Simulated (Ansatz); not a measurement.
Clusters of 8 atoms, halide: PBE0-D4/def2-SVP single points in Ansatz on relaxed structures, gas phase. Each cluster is the lowest isomer that a short search found in that spin, judged at the geometry's level, and lower ones may exist. Core potentials for Ag, Bi, Cs, Ru, Sn, Y, no spin–orbit coupling. HOMO and LUMO are taken over both spins. Binding counts from free atoms in the multiplicity of their measured ground term, without zero-point energy. Singlets are spin-restricted. A dash marks a value that wasn't run or was left out as unsound. The structures are stationary points that may keep the symmetry of their start. Remarks come from the PBE and PBE0 runs and from stability tests at other levels; not every state was tested.

Problem. Estimate the order by binding per atom (eV), lowest first.
A. Ag4H4 (singlet)
B. Sn3F5 (doublet)
C. Cs4Cl4 (singlet)
D. Al2F6 (singlet)
E. Bi2Cl6 (singlet)
F. Ga2Cl6 (singlet)

Solution. A (1.89), E (2.45), C (2.88), F (3.04), B (3.53), D (4.75).

In full:

| species | atoms | state | geometry | HOMO (eV) | LUMO (eV) | gap (eV) | binding per atom (eV) | lowest of the spins relaxed | point group (within 0.1 Å) | remarks |
| --- | --- | --- | --- | --- | --- | --- | --- | --- | --- | --- |
| Y2F6 | 8 | singlet | PBE0-D4/def2-SVP | -10.64 | -1.76 | 8.88 | – | – | D2h | – |
| Na4H4 | 8 | singlet | r2SCAN-D4/def2-SVP | -5.46 | -0.12 | 5.34 | – | – | Td | – |
| Bi2Cl6 | 8 | singlet | PBE-D4/def2-SVP | -8.59 | -3.04 | 5.55 | 2.45 | – | – | – |
| Ag4H4 | 8 | singlet | r2SCAN-D4/def2-SVP | -7.29 | -1.62 | 5.67 | 1.89 | – | D4h | – |
| Sn3F5 | 8 | doublet | r2SCAN-D4/def2-SVP | -5.21 | -2.81 | 2.40 | 3.53 | – | Cs | – |
| Ru2Br6 | 8 | singlet | PBE-D4/def2-SVP | -7.41 | -5.25 | 2.16 | – | quintet (-0.26 eV), of singlet/triplet/quintet | – | restricted SCF unstable in HF, spin-contaminated (⟨S²⟩ up to 2.13) (triplet) |
| Ga2Cl6 | 8 | singlet | PBE-D4/def2-SVP | -9.42 | -2.15 | 7.26 | 3.04 | – | C2v | – |
| Al2F6 | 8 | singlet | B3LYP-D4/def2-SVP | -11.74 | -1.19 | 10.55 | 4.75 | – | D2h | – |
| Cs4Cl4 | 8 | singlet | PBE0-D4/def2-SVP | -6.60 | -0.53 | 6.07 | 2.88 | – | Td | – |
| Cu4Cl4 | 8 | singlet | r2SCAN-D4/def2-SVP | -7.54 | -2.35 | 5.19 | 3.01 | – | D2 | – |

The gap (eV) runs from 2.16 (Ru2Br6) to 10.55 (Al2F6).
